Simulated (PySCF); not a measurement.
ClH2Si, SMILES [SiH2]Cl (connectivity only; charge and spin as stated), charge +1, multiplicity 1. The structure is a stationary point at PBE-D3(BJ)/def2-TZVP. The multiplicity is an assumed one; other spin states were not compared. The isomer is the one that the SMILES or the coordinates give; other isomers of the formula were not compared.

TDA-ωB97X/def2-TZVPD run with PySCF puts the lowest singlet excitations at 5.05, 6.78, 7.02, 7.29, 8.12, 8.75 eV and the lowest triplet (TDA) at 4.75 eV.

Task: What are the lowest singlet roots from EOM-CCSD/aug-cc-pVDZ run with PySCF? (The exact figures need the calculation; the answer reports its results.)

Result: 5.01, 6.53, 7.21, 7.35, 8.13, 8.80 eV; triplets 4.86, 5.48, 6.75 eV. S1 differs by -0.04 eV (second minus first; roots are paired by order, and the bases may differ).
